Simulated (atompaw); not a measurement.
What one change does to a pseudopotential (Si (Z = 14), PAW (atompaw))

| Item | Value |
| --- | --- |
| Element | Si |
| Generator | atompaw 4.2.0.5 |
| Type | PAW |
| Functional | PBE |
| Relativity | scalar-relativistic |
| Frozen core | [Ne] |
| Valence charge | 4 |
| Reference configuration | 3s1.75 3p2.25 |
| Partial waves | 3s (bound); 3s channel at 2.45 Ry; 3p (bound); 3p channel at 4.25 Ry |
| Local potential | troulliermartins scheme with l = 2 at -0.5 Ry, radius 1.65 bohr |
| Core correction | smooth core density matched at 1.95 bohr |
| Augmentation charge | sinc compensation charge, radius 1.70 bohr; PAW radius 2.00 bohr; waves and projectors: bloechl |

Change: local potential troulliermartins scheme with l = 2 at -0.5 Ry, radius 1.96 bohr.

Cutoffs: the cutoffs (Ry, on a coarse ladder) from which the occupation-weighted sum of valence levels, in a spherical-Bessel basis at the reference potential, stays within 10 and 1 mRy of its value at 400 Ry; they do not see the model core or the augmentation charge, which bear on the density cutoff.

Q: What does the change do?

A: The potential gets softer (21 Ry and 45 Ry → 10 Ry and 35 Ry); neither file shows a bound ghost.

```csv
quantity,base,changed
"cutoff, loose",21 Ry,10 Ry
"cutoff, tight",45 Ry,35 Ry
loose cutoff by channel (10 mRy a level),"s 10 Ry, p 10 Ry","s 6 Ry, p 6 Ry"
bound ghosts,none,none
s: phases at 2.00 bohr within 0.05 rad from the reference energy up to (Ry; the scan ends near 5),to the end of the scan,to the end of the scan
p: phases at 2.00 bohr within 0.05 rad from the reference energy up to (Ry; the scan ends near 5),to the end of the scan,to the end of the scan
lowest overlap eigenvalue by channel,"s 0.36, p 0.61","s 0.49, p 0.76"
```

Base: The 3s radius (0.70 bohr) lies inside the outermost node of the all-electron wave (0.72 bohr), which a nodeless pseudo-wave cannot match soundly. Changed file: The 3s radius (0.70 bohr) lies inside the outermost node of the all-electron wave (0.72 bohr), which a nodeless pseudo-wave cannot match soundly. The cutoffs see the waves, projectors and local potential, not the compensation charge or the core.
